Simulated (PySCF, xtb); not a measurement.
Te(Me)(OH) (CH₄OTe), SMILES C[Te]O. The values are those of a single conformer.

Harmonic wavenumbers (cm⁻¹) from GFN2-xTB run with xtb at its own minimum, in rising order: 110, 182, 245, 533, 547, 797, 839, 940, 1279, 1453, 1460, 3044, 3065, 3080, 3616.

### Question
What does B3LYP-D3(BJ)/def2-SVP (PySCF) give at its own minimum? (The exact figures need the calculation; the answer reports its results.)

### Answer
62, 172, 360, 512, 586, 812, 832, 1010, 1234, 1422, 1442, 3049, 3161, 3180, 3798. Paired by order, the mean absolute difference is 54 cm⁻¹ and the zero-point energies are 30.3 and 30.9 kcal/mol.
